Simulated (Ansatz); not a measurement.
Frontier orbitals of CH₇N₃OW, SMILES `C[N]=[W]([NH2])([NH2])=[O]`.

```
atom    x (Å)    y (Å)    z (Å)
  C1   2.3229   0.3419   0.2243
  N2   0.9132   0.1760   0.2402
  W3  -0.6500  -0.2038  -0.4623
  N4  -1.7299   1.4173  -0.2743
  N5  -1.3513  -1.7092   0.5731
  O6  -0.5892  -0.6461  -2.1208
  H7   2.5870   1.3680   0.5028
  H8   2.7914  -0.3259   0.9556
  H9   2.7551   0.1309  -0.7600
 H10  -1.5018   2.1982   0.3184
 H11  -2.5187   1.6231  -0.8679
 H12  -2.0381  -2.3522   0.2104
 H13  -0.9904  -2.0183   1.4605
```

Charge 0, multiplicity 1. Correlated methods include outer-core shells of W, which these sets cover unevenly. W takes the def2 core potential. The structure was optimised at the PBE0-D4/def2-TZVP level. It is one conformer, not always the lowest. Basis def2-TZVPP, Ansatz 0.2.0.

```tsv
functional	HOMO (eV)	LUMO (eV)	gap (eV)
PBE	-5.75	-1.30	4.45
revPBE	-5.68	-1.23	4.45
PBE0	-7.08	-0.46	6.62
B3LYP	-6.86	-0.69	6.17
r2SCANh	-6.54	-0.85	5.69
HSE06 (plane-wave form)	-6.68	-0.84	5.84
ωB97X-V	-9.41	1.71	11.12
ωB97M-V	-9.32	1.39	10.71
```

A quarter of exact exchange (PBE0) shifts PBE's HOMO by −1.33 eV and its LUMO by +0.84 eV; full exchange at long range (ωB97M-V) shifts them by −3.57 and +2.69 eV. The gap opens from 4.45 to 10.71 eV, since occupied levels lose self-interaction and empty ones feel all the electrons. A positive LUMO is unbound and depends on the basis.

B3LYP here is the variant with VWN-RPA as its local correlation; programs differ in this.
